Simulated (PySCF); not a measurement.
**Working with the constants of CeP**

PBE constants of CeP, doublet, about 1.3 electrons in the 4f shell (Mulliken), real f orbitals that mix terms (basis Ce x2c-TZVPall, P x2c-TZVPall; spin-free X2C with a Gaussian nucleus; PySCF 2.14; masses 139.9054 and 30.9738 u):

- ωe: 435.9 cm⁻¹
- ωexe: 1.22 cm⁻¹
- Be: 0.12082 cm⁻¹
- αe: 0.000391 cm⁻¹
- D (centrifugal): 3.71e-08 cm⁻¹

(1) Give the vibrational terms G(v) and spacings up to v = 6.

These are scalar-relativistic numbers at best; spin–orbit coupling would shift them, the dissociation energy most. Counting both spins, an empty level lies below a filled one in this solution, because spin and occupation are held. With d or f electrons several states lie close, and the lowest PBE0 determinant need not be the measured ground state.

## Answers

(1) G(v) = ωe(v+½) − ωexe(v+½)².

```csv
v,G(v) (cm⁻¹),G(v) − G(v−1),Bv (cm⁻¹)
0,217.6,,0.1206
1,651.1,433.5,0.1202
2,1082.1,431.0,0.1198
3,1510.7,428.6,0.1195
4,1936.8,426.1,0.1191
5,2360.5,423.7,0.1187
6,2781.8,421.3,0.1183
```
